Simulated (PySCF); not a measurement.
Constitutional and geometric isomers with formula C3H5N. Isolated molecules, 0 K electronic values unless said otherwise. One relaxed conformer stands for each flexible species; it need not be the lowest. Strings in code marks are SMILES.

Quantity: electronic energy of isomers of C3H5N relative to `CCC#N`, in kJ/mol.

Case: `NC1C=C1`. Geometry of `NC1C=C1` (neutral, multiplicity 1, Å):

```xyz
9

N      1.4387    -0.0345     0.0010
C      0.0836    -0.2786     0.4503
C     -0.9425     0.7874     0.3420
C     -1.1120    -0.2217    -0.4555
H      1.9225    -0.9043    -0.1925
H      1.4414     0.5194    -0.8482
H      0.0816    -0.9442     1.3117
H     -1.2519     1.7688     0.6617
H     -1.6690    -0.6672    -1.2628
```

Problem. Give the electronic energy of isomers of C3H5N relative to `CCC#N` at the level HF/6-31G* // B3LYP-D3(BJ)/def2-TZVP (PySCF).

Solution. 298.9 kJ/mol.
